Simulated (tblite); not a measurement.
C₈H₁₇P.
Geometry (GFN2-xTB, Å), atoms numbered from 1 in this order:
```xyz
26
C8H17P angstrom
C      2.8013   -1.2076    0.5819
C      2.3596    0.2264    0.3141
C      0.9692    0.2568   -0.2752
C      0.1238    1.5070   -0.2572
C      0.6464    2.7880    0.3465
P     -0.4944    0.1585    0.8619
C     -1.7248   -0.6813   -0.2975
C     -1.6659   -2.1899   -0.0788
C     -3.1259   -0.1411   -0.0312
H      3.7926   -1.2294    1.0279
H      2.8252   -1.7812   -0.3425
H      2.1008   -1.6850    1.2646
H      3.0578    0.7050   -0.3802
H      2.3810    0.7869    1.2500
H      0.8924   -0.3377   -1.1837
H     -0.4627    1.6766   -1.1578
H      1.4209    3.2194   -0.2885
H      1.0681    2.6160    1.3340
H     -0.1606    3.5120    0.4442
H     -1.4445   -0.4557   -1.3336
H     -1.9340   -2.4337    0.9480
H     -0.6613   -2.5655   -0.2676
H     -2.3581   -2.7018   -0.7461
H     -3.8482   -0.6106   -0.6976
H     -3.4217   -0.3451    0.9964
H     -3.1581    0.9358   -0.1888
```

Computed with GFN2-xTB (tblite): harmonic, unscaled wavenumbers at the GFN2-xTB geometry, gas phase. Against measured fundamentals such values can be off by several per cent, at times by over 20. One conformer, not necessarily the lowest.

Harmonic wavenumbers (cm⁻¹): 35.8, 71.6, 86.4, 135.9, 150.0, 187.8, 205.7, 211.7, 231.3, 240.7, 274.2, 282.9, 337.4, 378.7, 414.5, 510.8, 658.0, 663.9, 679.4, 822.3, 866.5, 929.3, 935.6, 945.6, 964.3, 982.9, 985.8, 1034.1, 1058.1, 1074.9, 1082.2, 1100.0, 1129.2, 1159.5, 1166.7, 1208.4, 1245.5, 1248.3, 1283.0, 1296.1, 1319.2, 1361.1, 1405.1, 1409.0, 1412.0, 1417.2, 1477.9, 1490.8, 1492.5, 1494.4, 1496.9, 1499.2, 1500.8, 1503.3, 1504.6, 2892.7, 2936.8, 2967.1, 2978.6, 2987.6, 2992.2, 3005.7, 3010.2, 3014.3, 3018.0, 3022.4, 3023.5, 3025.2, 3025.6, 3029.2, 3035.4, 3038.2.

A = 1781, B = 963.1, C = 688.4 MHz; mass 144.107 u (most abundant isotopes); point group C1, symmetry number 1.

Task: What is the zero-point energy?

Result: ½Σν̃ = 50531 cm⁻¹ = 144.47 kcal/mol.

Task: Give the ideal-gas entropy at 298.15 K and 1 bar in the rigid-rotor, harmonic-oscillator model (classical rotation).

Result: Translation 40.83, rotation 29.99, vibration 38.74: S = 109.6 cal/(mol K).

Task: And Cp and H(298.15 K) − H(0)?

Result: Cp = 46.84 cal/(mol K), of which vibrations give 38.89 (their classical limit is 72 R = 143.1); H(298.15 K) − H(0) = 8.44 kcal/mol without the zero-point energy, 6.07 from vibrations.

Task: Blend soft modes into free rotors: weight 1/[1 + (100 cm⁻¹/ν̃)⁴] for the oscillator and the rest for a rotor with moment μB/(μ + B), μ = h/(8π²ν), B = 10⁻⁴⁴ kg m². What vibrational entropy results?

Result: 35.88 cal/(mol K) in place of 38.74, which changes −T·S at 298.15 K by +0.85 kcal/mol.

Task: How do the functions run with temperature in this model?

Result: 
| T (K) | S (cal/(mol K)) | Cp (cal/(mol K)) | H − H(0) (kcal/mol) | G − H(0) (kcal/mol) | ln q(vib) |
| --- | --- | --- | --- | --- | --- |
| 50 | 60.6 | 14.5 | 0.53 | -2.50 | 0.71 |
| 100 | 73.4 | 23.1 | 1.47 | -5.87 | 2.26 |
| 373.15 | 121.1 | 56.4 | 12.31 | -32.88 | 11.81 |
| 500 | 139.8 | 71.5 | 20.45 | -49.44 | 16.05 |
| 750 | 173.3 | 93.7 | 41.28 | -88.66 | 24.16 |
| 1000 | 202.4 | 108.8 | 66.71 | -135.71 | 31.81 |

q(vib) and H(0) count from the zero-point level.

Task: What must be added to the electronic energy to get the Gibbs energy at 298.15 K and 1 bar?

Result: ZPE + [H(298.15 K) − H(0)] − T·S = 144.47 + 8.44 − 32.67 = 120.24 kcal/mol.

Task: Which modes carry the vibrational entropy at 298.15 K?

Result: 35.8 cm⁻¹: 5.48; 71.6 cm⁻¹: 4.11; 86.4 cm⁻¹: 3.74; 135.9 cm⁻¹: 2.86; 150.0 cm⁻¹: 2.67; 187.8 cm⁻¹: 2.25 cal/(mol K); the other 66 give 17.63 together.

Hindered rotation and anharmonicity are outside this model. Other conformers, if any are populated, would add a mixing term that is left out. The structure is chiral; the term R ln 2 for an equal mix with its mirror image is left out.
